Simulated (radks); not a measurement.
Values are calculated unless marked as measured or tabulated.
Task: These are the eigenvalues of the occupied orbitals of an atom or ion with whole-number occupations (hartree). Code: a radial shooting solver on a logarithmic mesh with Libxc functionals. Model: scalar-relativistic Kohn-Sham, PBE, spin-polarised, spherical densities, finite nucleus; Fermi nuclear charge, rms radius of each element as measured or else 0.836 A^(1/3) + 0.57 fm.

1s down: -2968.541
1s up: -2968.541
2s up: -524.9179
2s down: -524.9120
2p up: -454.1294
2p down: -454.1246
3s up: -124.9247
3s down: -124.9225
3p up: -104.3807
3p down: -104.3782
3d up: -82.39513
3d down: -82.39083
4s up: -28.16840
4s down: -28.16269
4p up: -21.42859
4p down: -21.42331
4d up: -13.32507
4d down: -13.31895
5s up: -5.33088
5s down: -5.29142
4f up: -4.32982
4f down: -4.32104
5p up: -3.53851
5p down: -3.48993
5d up: -1.51785
5d down: -1.46396

Which element is it, and in what charge state? The configuration may be excited. Open shells, if any, are filled with parallel spins first.

Result: Z = 79, gold, charge +3: Au3+ in [Xe] 4f14 5d8. The list shows which subshells hold electrons but not how many an open one holds; the 1s level, -2968.5 hartree, gives Z - s = 77.1 by -(Z - s)^2/2, which with screening and relativity narrows Z to a few neighbours, and the depths of the outer levels then fix element, charge and occupations together.
